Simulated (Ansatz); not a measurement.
Coupled-cluster diagnostics for B3F3, Ansatz.

Geometry of the singlet (PBE0-D4/def2-SVP):

```xyz
6

B    -0.8361   -0.4472    0.5225
B     0.3499    0.5649    0.6290
B     0.6550    0.1542   -0.8476
F     0.6761   -0.3540   -2.0269
F     0.8665    1.3991    1.5565
F    -1.7114   -1.3170    0.1664
```

Correlated methods freeze 6 core orbitals. The structure comes from a short search, and lower isomers may exist.

Problem. Estimate the CCSD(T) correlation energy, the shares of MP2 and (T), T1 and the reference's ⟨S²⟩ for: charge 0, singlet, own geometry in def2-TZVPP; and the rough time on 4 threads of Intel Xeon Platinum 8259CL on a shared host.

Solution. 
```tsv
state	basis	correlation (eV)	MP2 share (%)	(T) share (%)	T1	⟨S²⟩ (pure)	wall time	remarks
charge 0, singlet, own geometry	def2-TZVPP	-29.000	95.1	3.7	0.017	0.00 (0.00)	37 s	restricted SCF unstable
```
Customary marks for T1 are 0.02 (closed shells), 0.045 (open shells) and about 0.05 (3d metals). T1 stays under 0.02 throughout.
